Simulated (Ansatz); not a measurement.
Basis sets compared for Au(CO)H (CHAuO). Total charge 0; singlet. Geometry PBE0-D4/def2-TZVP. Ansatz on 4 threads of Arm Neoverse V2 on a shared host; times are rough, and most runs start from earlier orbitals.

```csv
atom,x (Å),y (Å),z (Å)
Au1,-0.8381,-0.1659,-0.1161
C2,1.0719,0.2131,0.1486
O3,2.1654,0.4305,0.3004
H4,-2.3992,-0.4777,-0.3329
```

In the def2 sets Au takes a core potential; there is no spin–orbit coupling.

Binding counts from free atoms (Au doublet, C triplet, O triplet, H doublet) in the same basis, without a counterpoise term.

```tsv
level	functions	energy (Eh)	HOMO (eV)	LUMO (eV)	binding per atom (eV)	wall time
PBE-D4/def2-SVP	65	-249.5067	-6.74	-3.00	4.10	0.4 s
PBE-D4/def2-TZVP (with forces)	108	-249.6518	-6.79	-3.04	4.09	0.65 s
r2SCAN-D4/def2-TZVP	108	-249.7322	-7.03	-2.85	3.96	1.1 s
PBE0-D4/def2-SVP	65	-249.4496	-7.73	-2.07	3.86	0.4 s
PBE0-D4/def2-TZVP	108	-249.5953	-7.78	-2.08	3.86	0.65 s
```

Question: Estimate the rows for PBE-D4/def2-TZVPD, r2SCAN-D4/def2-TZVPD, PBE0-D4/def2-TZVPD.

Answer: 
```csv
level,functions,energy (Eh),HOMO (eV),LUMO (eV),binding per atom (eV),wall time
PBE-D4/def2-TZVPD,129,-249.6527,-6.80,-3.09,4.08,0.65 s
r2SCAN-D4/def2-TZVPD,129,-249.7330,-7.04,-2.91,3.96,1.4 s
PBE0-D4/def2-TZVPD,129,-249.5961,-7.79,-2.13,3.86,0.85 s
```
